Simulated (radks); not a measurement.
Ir LXI, 17 electrons, occupied as [Ne] 3s2 3p5.

All-electron calculation, Dirac Kohn-Sham, PBE, spin-unpolarised, spherical densities, finite nucleus; open shells fill j = l - 1/2 first; Fermi nuclear charge, rms radius 5.4032 fm. Program: a radial shooting solver on a logarithmic mesh with Libxc functionals.

Energy parts (eV):
part                      energy
total                 -379385.04
kinetic                444660.02
electron-nucleus      -859013.39
Hartree                 39934.94
exchange-correlation    -4966.60

Orbitals (lengths in bohr, moments of r in powers of bohr; <r^-3> diverges for s and p1/2; r(max) is where P^2 peaks):
| orbital | occ. | eigenvalue (eV) | <r^-3> | <r^4> | r(max) |
|---|---|---|---|---|---|
| 1s1/2 | 2 | -80651.23 | - | 4.809e-07 | 0.01082 |
| 2s1/2 | 2 | -17805.31 | - | 0.00006744 | 0.06224 |
| 2p1/2 | 2 | -17298.04 | - | 0.00004007 | 0.04599 |
| 2p3/2 | 4 | -15640.48 | 19140 | 0.00005971 | 0.05304 |
| 3s1/2 | 2 | -7014.391 | - | 0.001895 | 0.1683 |
| 3p1/2 | 2 | -6822.635 | - | 0.001587 | 0.1563 |
| 3p3/2 | 3 | -6390.789 | 5292 | 0.002058 | 0.1689 |
| 3d3/2 | 0 | -6129.176 | 949.8 | 0.001214 | 0.1293 |
| 3d5/2 | 0 | -6028.609 | 797.5 | 0.001314 | 0.1327 |
| 4s1/2 | 0 | -3692.458 | - | 0.02158 | 0.3368 |
| 4p1/2 | 0 | -3609.476 | - | 0.02015 | 0.3281 |
| 4p3/2 | 0 | -3442.114 | 2101 | 0.02435 | 0.3463 |
| 4f5/2 | 0 | -3201.630 | 101.4 | 0.01188 | 0.2500 |
| 4f7/2 | 0 | -3185.757 | 97.08 | 0.01220 | 0.2521 |

The highest occupied level is 3p3/2 at -6390.8 eV. For comparison, the ionisation energy in NIST's Atomic Spectra Database is 6441 eV (theoretical). In exact Kohn-Sham theory the highest level is minus the ionisation energy, but local and semilocal functionals leave it too shallow, through self-interaction and a potential that decays too fast; potentials with the right tail come closer.

Beside tabulated values, note that spin-unpolarised runs miss the spin-polarisation part of the exchange energy of open shells.
